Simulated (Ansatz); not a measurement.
Two isomers of C2H4FNOSi: A = `OC1(F)C=N[SiH2]1`, B = `OC1([SiH3])N=C1F`.

Program: Ansatz. Geometries: PBE0-D4/def2-TZVP. ΔE: electronic, gas phase. CCSD(T)/CBS is the MP2 limit (def2-TZVPP, def2-QZVPP) plus CCSD(T) − MP2 in def2-TZVPP, frozen cores. Functionals use def2-TZVPP. One conformer a species, not always the lowest.

A:

```xyz
10

O    -0.4908   -0.4218    1.6614
C    -0.4613    0.2043    0.4441
F    -1.4281    1.1938    0.4015
C    -0.5556   -0.6956   -0.7874
N     0.5232   -0.6501   -1.4716
Si    1.2523    0.5502   -0.3596
H    -1.3444   -0.8595    1.7753
H    -1.4261   -1.3110   -1.0527
H     1.4555    1.8914   -0.9588
H     2.4753    0.0985    0.3479
```

B:

```xyz
10

O    -1.606   -0.271   -0.470
C    -0.308   -0.300   -0.023
Si    0.614    1.296   -0.435
N     0.510   -1.670   -0.237
C     0.146   -1.293    0.885
F     0.160   -1.749    2.109
H    -2.066   -1.082   -0.224
H    -0.058    2.443    0.224
H     1.998    1.147    0.076
H     0.609    1.480   -1.905
```

Q: Which isomer does CCSD(T)/CBS put lower? Give the gap. (Best estimate.)

A: Computed: A, by 33.3 kcal/mol.

Q: Give E(B) − E(A) in kcal/mol with B2PLYP, ωB97M-V, MP2/def2-TZVPP, CCSD(T)/def2-TZVPP, HF/def2-TZVPP, PBE-D4, PBE0-D4. (Estimate.)

A: Ansatz gave: B2PLYP 31.2, ωB97M-V 33.5, MP2/def2-TZVPP 30.3, CCSD(T)/def2-TZVPP 32.1, HF/def2-TZVPP 36.8, PBE-D4 28.8, PBE0-D4 31.7. None reverses the order clearly.

Largest T1 diagnostic: 0.013.

From PBE to PBE0 (25 % exact exchange), in def2-TZVPP and without D4, E(B) − E(A) moves by +3.1 kcal/mol. In def2-TZVPP, CCSD(T) changes the Hartree–Fock value by −4.7 kcal/mol (the triples alone add −1.3 kcal/mol) and MP2 by −6.6 kcal/mol.
